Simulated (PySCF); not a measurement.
A run for PySCF: R-MP2/6-31G* on C2H4 (SMILES C=C) with ghost functions.

```python
from pyscf import gto, scf, dft, mp
from pyscf.data.elements import chemcore

mol = gto.M(
    atom='''
    C     0.33133159   -0.46492139    3.53981160
    C    -0.12739557    0.77466252    3.45040976
    H     1.36871015   -0.70381235    3.33950235
    H    -0.31215316   -1.29233475    3.81275121
    H    -1.16560197    1.01346144    3.64621260
    H     0.51562121    1.60100664    3.17301105
    ghost-Si   -0.12315732   -0.18564680   -0.10546491
    ghost-H   -1.16259986    0.76680909    0.34192555
    ghost-H   -0.18361018   -0.31357874   -1.58152181
    ghost-H   -0.35964253   -1.51124081    0.50651735
    ghost-H    1.21492303    0.31392981    0.27995126
    ''',
    basis='6-31g*',
    cart=True,
    charge=0, spin=0, verbose=3, max_memory=1800)
mf = scf.RHF(mol)
mf.conv_tol = 1e-8
mf.max_cycle = 100
mf.kernel()
if not mf.converged:
    mf = mf.newton().run(mf.mo_coeff, mf.mo_occ)
pt = mp.MP2(mf, frozen=chemcore(mol)).run()
```

It printed:

```
converged SCF energy = -78.0329126306008
E(RMP2) = -78.2867811177943  E_corr = -0.253868487193482
E(SCS-RMP2) = -78.2878197332564  E_corr = -0.254907102655643
```

Self-consistency was reached.

Cost: around 0.6 core-seconds (rough).
